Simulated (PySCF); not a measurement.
Isomers of C4H9NSSi2, one GFN2-xTB conformer each. Single-point energies are computed at PBE0/pcSseg-1 (PySCF, gas phase, no added dispersion term), electronic only.

**Question.** Rank them by PBE0/pcSseg-1 energy, lowest first (kJ/mol).
A. `[SiH3]N([SiH3])C1=CSC=C1`
B. `[CH3:1][S:2][C@@H:3]1[SiH2:4][CH2:5][Si@H:6]1[C:7]#[N:8]` with C1–S2–C3–Si4 -74°
C. `[NH2:1][Si@@H:2]([SiH3:3])[c:4]1[cH:5][cH:6][cH:7][s:8]1` with H–N1–Si2–Si3 -169° and 52°, N1–Si2–C4–C5 -25°
D. `[CH3:1][S:2][C@@H:3]1[CH2:4][SiH2:5][Si@@H:6]1[C:7]#[N:8]` with C1–S2–C3–C4 176°, S2–C3–C4–Si5 -137°, C3–C4–Si5–Si6 9°, C4–Si5–Si6–C7 100°, S2–C3–Si6–Si5 130°
E. `[N:1]#[C:2][C@H:3]1[CH2:4][Si@H:5]([S:6][SiH3:7])[CH2:8]1` with C4–Si5–S6–Si7 -171°, C2–C3–C4–Si5 105°, C3–C4–Si5–S6 125°, C4–Si5–C8–C3 -10°, C2–C3–C8–Si5 -105°
F. `[SiH3]N([SiH3])c1cccs1`

**Answer.** C (0.0), E (3.5), A (32.3), F (38.3), B (72.3), D (127.4).

As drawn, the lowest has an aromatic ring and an N–H bond, which the highest lacks; the highest has a four-membered ring and a C≡N group, which the lowest lacks. Neighbours under 10 kJ/mol apart (N[Si@@H]([SiH3])c1cccs1 and N#C[C@H]1C[Si@H](S[SiH3])C1; [SiH3]N([SiH3])c1ccsc1 and [SiH3]N([SiH3])c1cccs1) can change places with a better method, another conformer or zero-point energy. GFN2-xTB itself gives, in the same order: 175.0, 139.4, 8.7, 0.0, 387.9, 389.8. GFN2-xTB puts [SiH3]N([SiH3])c1cccs1 lowest instead; measured from each level's own lowest isomer, the values differ by up to 315.6 kJ/mol (CS[C@@H]1[SiH2]C[Si@H]1C#N: 387.9 against 72.3).

**Question.** Which frontier levels, dipoles and rotational constants go with these structures?

**Answer.** 
| SMILES | HOMO (eV, PBE0/pcSseg-1) | LUMO (eV) | dipole (D) | A, B, C (MHz) |
| --- | --- | --- | --- | --- |
| N[Si@@H]([SiH3])c1cccs1 | -6.84 | -0.78 | 1.51 | 2125, 723.4, 640.9 |
| N#C[C@H]1C[Si@H](S[SiH3])C1 | -7.60 | -0.48 | 3.75 | 3531, 530.0, 498.6 |
| [SiH3]N([SiH3])c1ccsc1 | -6.13 | -0.38 | 0.82 | 2179, 807.6, 612.2 |
| [SiH3]N([SiH3])c1cccs1 | -5.89 | -0.22 | 0.88 | 1979, 994.8, 673.6 |
| CS[C@@H]1[SiH2]C[Si@H]1C#N | -6.45 | -1.09 | 3.84 | 1812, 774.6, 641.0 |
| CS[C@@H]1C[SiH2][Si@@H]1C#N | -6.32 | -1.15 | 4.27 | 1448, 1019, 699.0 |
